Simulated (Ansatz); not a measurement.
The cluster Si3W3⁻. The state is a quartet with charge -1. Geometry PBE-D4/def2-SVPD; atoms count from 1.

```
atom   x (Å)   y (Å)   z (Å)
  W1   1.089  -0.702   0.333
  W2  -1.553  -0.026   0.893
  W3  -0.522  -0.101  -1.213
 Si4   1.803   1.303  -0.919
 Si5  -0.873  -2.323   0.259
 Si6   0.056   1.848   0.647
```

In the def2 sets W takes a core potential; there is no spin–orbit coupling. The charge -1 quartet is spin-contaminated (final ⟨S²⟩ up to 3.88, 3.75 for a pure state). At PBE0-D4/def2-TZVPD a doublet of charge -1 lies 0.18 eV below the quartet, each at its own geometry. The structure comes from a short search, and lower isomers may exist.

Question: Estimate the Mulliken populations from the PBE0/def2-TZVPD orbitals of Ansatz.

Answer: 
```json
{"atom": "W1", "charge (e)": "0.17", "spin (α − β)": "1.66", "d electrons": "4.55"}
{"atom": "W2", "charge (e)": "-0.03", "spin (α − β)": "1.28", "d electrons": "4.65"}
{"atom": "W3", "charge (e)": "0.12", "spin (α − β)": "-0.22", "d electrons": "4.49"}
{"atom": "Si4", "charge (e)": "-0.53", "spin (α − β)": "0.14", "d electrons": "–"}
{"atom": "Si5", "charge (e)": "-0.54", "spin (α − β)": "0.20", "d electrons": "–"}
{"atom": "Si6", "charge (e)": "-0.18", "spin (α − β)": "-0.06", "d electrons": "–"}
```
Mulliken values depend strongly on the basis. With diffuse functions, as here, like atoms can get unlike values, and bond orders can come out too low or too high.

Question: Where does the spin sit?

Answer: Summed by element: W 2.72, Si 0.28, of 3 unpaired in all. Largest on single atoms: W1 1.66, W2 1.28, W3 -0.22.

Question: And the Mayer bond orders between heavy atoms (over 0.3)?

Answer: W1–W2 1.16 (2.78 Å); W1–W3 2.21 (2.31 Å); W1–Si4 1.08 (2.47 Å); W1–Si5 0.79 (2.55 Å); W1–Si6 0.50 (2.77 Å); W2–W3 2.32 (2.35 Å); W2–Si5 1.06 (2.48 Å); W2–Si6 1.02 (2.48 Å); W3–Si4 0.68 (2.73 Å); W3–Si5 0.78 (2.69 Å); W3–Si6 0.52 (2.76 Å); Si4–Si6 0.79 (2.41 Å).
